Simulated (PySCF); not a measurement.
## Static response to an electric field

C5H3FNO2 (charge -1).
Numbering: `[CH2:1]=[C:2]([C:3](=[O:4])[O-:5])[C@@H:6]([F:7])[C:8]#[N:9]` (hydrogens: H10, H11 on C1; H12 on C6)

Cartesian coordinates in Å at the GFN2-xTB level; atoms count from 1:
```
atom  x, y, z in Å
C1    -1.4967   -0.8516   -0.5376
C2    -0.5294   -0.1091   -0.0315
C3    -0.5654    1.4230    0.1024
O4     0.5820    1.9028    0.2987
O5    -1.6406    2.0082    0.0255
C6     0.8025   -0.5813    0.4509
F7     1.1113   -1.8772    0.0403
C8     1.8492    0.3513   -0.0079
N9     2.8952    0.6395   -0.4097
H10   -1.4212   -1.9247   -0.6425
H11   -2.4074   -0.3793   -0.8676
H12    0.8218   -0.6022    1.5530
```

Level: CAM-B3LYP/def2-SVPD (PySCF), static field, nuclei fixed, core orbitals frozen in the response. The polarisability tensor in these axes (au):

```
x   100.31   2.84   2.79
y     2.84  80.56   4.12
z     2.79   4.12  56.01
```

**Question.** Give the principal values, the mean and the anisotropy Δα = √{½[(α1 − α2)² + (α2 − α3)² + (α1 − α3)²]}.

**Answer.** Principal values 55.22, 80.70 and 100.96 au; mean 78.96 au = 11.70 Å³ = 13.02 × 10⁻⁴⁰ C²·m²/J; Δα = 39.70 au (50 % of the mean).

**Question.** What depolarisation ratio follows for Rayleigh scattering of linearly polarised light, taking the static tensor?

**Answer.** ρ = 3Δα²/(45ᾱ² + 4Δα²) = 4728.6/(280575 + 6304.9) = 0.0165.

**Question.** Directions of the eigenvectors, and the extent of the frame along each?

**Answer.** Largest value along (0.99, 0.15, 0.08), where the nuclei span 5.42 Å; middle along (-0.16, 0.98, 0.14), 4.24 Å; least along (-0.05, -0.15, 0.99), 2.26 Å. The response follows the extents in order.

**Question.** Form Σ f/ω² (atomic units) for the 8 lowest TDDFT singlets, given as eV and f, and set it beside the mean polarisability, which is this sum over all singlets: 4.55, 0.0003; 4.75, 0.0002; 5.67, 0.0125; 5.80, 0.0289; 6.24, 0.0073; 6.44, 0.0408; 6.63, 0.1164; 6.78, 0.1250.

**Answer.** They add up to 5.78 au, 7.3 % of the 78.96 au; the largest single term is 2.02 au, from the state at 6.78 eV. Terms in order: 0.01, 0.01, 0.29, 0.64, 0.14, 0.73, 1.96, 2.02 au. Higher excitations give the rest. The strengths listed sum to 0.331.

**Question.** Give the eigenvalues of the traceless quadrupole moment Θ = ½Σq(3rr − r²1), origin at the centre of nuclear charge.

**Answer.** -23.53, -0.63, 24.16 D·Å. The values depend on the origin, since the species is charged. The electronic extent ⟨r²⟩ about the same centre is 1085 bohr², a root-mean-square distance of 2.15 Å for the 66 electrons.

The structure is a single GFN2-xTB conformer in the gas phase; no vibrational or solvent corrections.
